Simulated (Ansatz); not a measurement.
## A geometry optimisation of CuH5Si2 with B3LYP/6-31G*

The starting geometry of this gas-phase singlet was optimised with GFN2-xTB.

```xyz
8

Cu    0.7587    1.0744   -1.7529
Si    0.6631    0.6182    0.5379
Si   -0.2899   -1.3878    1.2846
H     0.2749   -2.6822    1.6958
H     1.8905    0.4525    1.3943
H    -1.6999   -1.7877    1.1743
H    -0.1072    1.4467    1.5318
H     0.8698    1.4343   -3.2721
```

Where would you expect an optimisation with B3LYP/6-31G* to take it?

New bonds form, giving a structure with H8 bridging Cu1 and Si2, given below by its coordinates. Contacts that close: Cu1–Si3 (4.05 → 2.14 Å), Si2–H8 (3.90 → 1.66 Å).

The energy falls by 2.21 eV over 22 steps:

| step | E − E(last) (eV) |
| --- | --- |
| 1 | 2.205 |
| 3 | 1.599 |
| 6 | 1.060 |
| 8 | 0.838 |
| 10 | 0.733 |
| 13 | 0.475 |
| 15 | 0.318 |
| 17 | 0.051 |
| 20 | 0.001 |
| 22 | 0.000 |

Final geometry (Å):

```xyz
8

Cu    0.1847   -0.2935   -1.3466
Si    0.7053    0.7351    0.5330
Si   -0.3608   -1.4544    0.3662
H     0.5323   -2.4145    1.0739
H     2.1294    0.8587    0.9537
H    -1.6552   -1.3509    1.0972
H    -0.0702    1.9271    0.9779
H     0.8947    1.1608   -1.0615
```

Frequencies at the end are all real (lowest 238 cm⁻¹). Run with Ansatz 0.2.0, 74 s on 1 thread of Intel(R) Xeon(R) Platinum 8375C CPU @ 2.90GHz (Ice Lake), with other jobs on the host.
